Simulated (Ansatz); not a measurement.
Single points on Zn2Te.

```yaml
crystal:
  periodic: [false, false, false]
  atoms:
    - {symbol: Zn, position_ang: [-2.325060, 1.022558, -0.211561]}
    - {symbol: Zn, position_ang: [2.323611, -1.026727, 0.211630]}
    - {symbol: Te, position_ang: [0.001449, 0.004159, -0.000079]}
basis:
  gaussian: {orbitals: def2-TZVPD, initial_orbitals: start.molden}
hamiltonian: {xc: pbe0, dispersion: d4}
scf: {omitted_lower_state_checks: [starts]}
output: {orbitals: {seedname: orbitals}}
```

The file start.molden holds the orbitals of an earlier run on this structure, at another level or in another basis.

```sh
$ ansatz run in.yaml --threads 4 --pin off --events-out ev --progress --plain --max-ram 3916MiB
```

Shortened log:

```
Functional definition: PBE0
1551 factors; their error is unknown
mean field evaluation 1: about -104119.7612 eV, gradient 4.6e0 eV
mean field evaluation 2: about -104119.7700 eV, gradient 2.0e-2 eV
mean field evaluation 4: about -104120.1235 eV, gradient 2.1e-4 eV
mean field evaluation 8: about -104120.1235 eV, gradient 1.4e-5 eV
mean field -104120.12353174 eV, -3826.3439646367 hartree, gradient 1.4e-5 eV, S^2 0.000000; 0 other end points of the search recorded, 0 dependent functions left out
reference -104120.12356157 eV, -3826.3439657330 hartree; 42, 42 occupied and 119, 119 virtual orbitals, 1551 factors
Total energy: -104120.21515219 eV, -3826.3473316263 hartree
Checks for a lower state left out: starts
```

Hardware: 4 threads of Arm Neoverse V1 on a shared host. Wall time 3.3 s.

First input, but with `gaussian: {orbitals: STO-3G}`, `hamiltonian: {xc: hf}` (abridged; 2.8 s):

```
Functional definition: HF
mean field evaluation 16: about -273791.3007 eV, gradient 4.6e0 eV
mean field evaluation 32: about -273791.5553 eV, gradient 9.3e-6 eV
mean field -273791.55526175 eV, -10061.6540732877 hartree, gradient 9.3e-6 eV, S^2 0.000000
Total energy: -273791.55526175 eV, -10061.6540732877 hartree
Checks for a lower state left out: starts
```

The first input with `gaussian: {orbitals: def2-TZVP, initial_orbitals: start.molden}`, `correlation: {method: mp2, frozen_orbitals: {Te: 4, Zn: 9}}` and without the key `hamiltonian` (abridged; 2.1 s):

```
Functional definition: HF
mean field -104018.40643312 eV, -3822.6059302089 hartree, gradient 8.0e-6 eV, S^2 0.000000; unrestricted orbitals would lower it
mean field evaluation 16: about -104019.3038 eV, gradient 1.7e-1 eV
22 core orbitals not correlated: weight in the atoms' cores, before any rotation towards them, 1.000 or more for the frozen orbitals, at most 0.000 for the correlated occupied ones
second order -35.29422386 eV of doubles, -0.00000000 eV of singles
Total energy: -104053.70065698 eV, -3823.9029690127 hartree
Checks for a lower state left out: starts
```

As the first input, with `gaussian: {orbitals: def2-TZVP, initial_orbitals: start.molden}`, `hamiltonian: {xc: pbe}`, `correlation: {method: rpa, frozen_orbitals: {Te: 4, Zn: 9}}` and without the key `output` (abridged; 3.4 s):

```
Functional definition: PBE
mean field -104118.98123597 eV, -3826.3019860416 hartree, gradient 2.0e-6 eV, S^2 0.000000
22 core orbitals not correlated: weight in the atoms' cores, before any rotation towards them, 1.000 or more for the frozen orbitals, at most 0.000 for the correlated occupied ones
Total energy: -104060.12913426 eV, -3824.1392111951 hartree
Checks for a lower state left out: starts
```

As the first input, with `gaussian: {orbitals: def2-TZVP, initial_orbitals: start.molden}`, `hamiltonian: {xc: {name: r2SCANh}, dispersion: d4}` (abridged; 4.1 s):

```
Functional definition: r2SCANh
mean field -104134.12056941 eV, -3826.8583462837 hartree, gradient 2.0e-5 eV, S^2 0.000000
Total energy: -104134.14462991 eV, -3826.8592304908 hartree
Checks for a lower state left out: starts
```

First input, but with `hamiltonian: {xc: r2scan, dispersion: d4}` (abridged; 4.3 s):

```
Functional definition: r2SCAN
mean field -104135.34609301 eV, -3826.9033834453 hartree, gradient 6.9e-6 eV, S^2 0.000000
Total energy: -104135.36665050 eV, -3826.9041389192 hartree
Checks for a lower state left out: starts
```

As the first input, with `gaussian: {orbitals: def2-TZVP, initial_orbitals: start.molden}`, `hamiltonian: {xc: lda}` (abridged; 0.9 s):

```
Functional definition: SPW92
mean field -103965.82771150 eV, -3820.6736978287 hartree, gradient 2.2e-5 eV, S^2 0.000000
Total energy: -103965.82774534 eV, -3820.6736990722 hartree
Checks for a lower state left out: starts
```

Geometry: PBE-D4/def2-TZVP.

In the def2 sets Te takes a core potential, while STO-3G treats all electrons; there is no spin–orbit coupling. Correlated methods freeze 22 core orbitals; core or outer-core shells of Te are correlated, in sets that lack core-valence functions. The restricted singlet is unstable towards broken spin symmetry in Hartree–Fock (as tested in another run); at HF/STO-3G this wasn't settled. At MP2/def2-TZVP the restricted singlet (for correlated methods, its reference) is unstable: a solution with broken spin symmetry lies lower. The order of the spin states hangs on the level: the triplet lies 0.16 eV below the singlet at PBE0-D4/def2-TZVP, but 0.01 eV above it at MP2/def2-TZVP. The structure comes from a short search, and lower isomers may exist.
